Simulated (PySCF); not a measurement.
## Two-component Hartree-Fock for Cd¹³⁺ (cadmium, charge +13)

Start: [Ar] 3d10 4s2 4p5; 4p1/2 filled at m_j = -1/2, +1/2; 4p3/2 filled at m_j = -1/2, +1/2, +3/2. Calculated with PySCF 2.14 in an uncontracted even-tempered set (18 s from 0.58 bohr⁻², ratio 2.8; 14 p from 0.75 bohr⁻², ratio 2.8; 9 d from 1.3 bohr⁻², ratio 2.8; 4 f from 5.6 bohr⁻², ratio 3): generalised Hartree-Fock with the X2C-1e Hamiltonian and a Gaussian nucleus; spin-orbit coupling (SO) screened by Boettger's factors.

| spinor shell | electrons | ε, screened SO (eV) | weight of nominal j (screened SO) | rms radius, screened SO (bohr) |
| --- | --- | --- | --- | --- |
| 1s1/2 | 2 | -27146.1 | 1.000 | 0.0348 |
| 2s1/2 | 2 | -4374.3 | 1.000 | 0.142 |
| 2p1/2 | 2 | -4083.4 | 1.000 | 0.123 |
| 2p3/2 | 4 | -3888.4 | 1.000 | 0.128 |
| 3s1/2 | 2 | -1087.4 | 1.000 | 0.380 |
| 3p1/2 | 2 | -969.60 | 1.000 | 0.374 |
| 3p3/2 | 4 | -932.60 | 1.000 | 0.385 |
| 3d3/2 | 4 | -726.20 | 0.998 | 0.358 |
| 3d5/2 | 6 | -718.72 | 0.999 | 0.361 |
| 4s1/2 | 2 | -383.39 | 1.000 | 0.862 |
| 4p1/2 | 2 | -339.22 | 0.978 | 0.890 |
| 4p3/2 | 3 | -331.43 | 0.985 | 0.909 |

| quantity | screened SO |
| --- | --- |
| E (hartree) | -5534.75514 |
| M_J | 3/2 |
| ⟨J²⟩ | 3.753 |
| ⟨L²⟩ | 2.014 |
| ⟨S²⟩ | 0.762 |

Each row is a mean over spinors that exchange with the open shell spreads, by up to 6.728 eV (4s1/2).

Breit and QED terms are absent; they matter most for the inner s and p1/2 levels.

Densities and radii are taken from the X2C orbitals without a picture-change correction, which distorts them close to the nucleus.
